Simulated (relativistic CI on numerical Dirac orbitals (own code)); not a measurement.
# L2,3 absorption of iron in several valence states

Computed multiplet spectra 2p⁶3dⁿ → 2p⁵3dⁿ⁺¹ (Dirac-Coulomb-Breit ions, Slater integrals scaled by 0.8, an assumed crystal field that grows with the charge, no charge transfer; 300 K; Lorentzian 0.4 eV and Gaussian 0.3 eV FWHM at both edges, so that L2 comes out sharper than in experiment). Peaks over 5 % are given in eV from the highest peak in the L3 region of each spectrum (height, largest 100). S of the lowest state is read from ⟨S²⟩, and the branching ratio is the share of L3, cut at the minimum between the edges.

Field parameters in Wybourne normalisation: Oh B⁴₀ = 21Dq, B⁴₄ = √(5/14) B⁴₀. The field is a parameter set, without covalency.

- Fe²⁺ (d6, Oh, 10Dq = 9200 cm⁻¹): S = 2.00, high spin, branching ratio 0.77; peaks 0.0 (100), 1.1 (60), 2.7 (24), 11.4 (13), 12.6 (34), 15.7 (8)
- Fe³⁺ (d5, Oh, 10Dq = 11900 cm⁻¹): S = 2.50, high spin, branching ratio 0.77; peaks -1.7 (26), 0.0 (100), 1.6 (29), 3.9 (10), 4.8 (7), 11.5 (15), 13.4 (18), 14.3 (15), 14.7 (17)
- Fe⁴⁺ (d4, Oh, 10Dq = 14600 cm⁻¹): S = 2.00, high spin, branching ratio 0.65; peaks -4.7 (5), -1.9 (40), -1.2 (42), 0.0 (100), 1.8 (66), 3.4 (29), 8.2 (21), 9.8 (31), 10.5 (29), 11.0 (22), 13.0 (29), 13.8 (42), 15.0 (17)
- Fe⁵⁺ (d3, Oh, 10Dq = 17300 cm⁻¹): S = 1.50, branching ratio 0.59; peaks -2.0 (51), 0.0 (100), 1.0 (89), 3.5 (25), 5.1 (13), 9.1 (27), 10.6 (86), 12.3 (36), 13.4 (69)

The centroid of the whole edge, which also moves with the branching ratio, lies at 713.2 (Fe²⁺), 716.3 (Fe³⁺), 720.4 (Fe⁴⁺), 725.7 (Fe⁵⁺) eV in this ionic model, in steps of 3.1 to 5.3 eV. Compounds show about 1 to 2 eV a unit and lower energies for the high valences, since ligands screen the charge. The multiplet shape follows the d count and the spin state, and so serves as a fingerprint of valence.
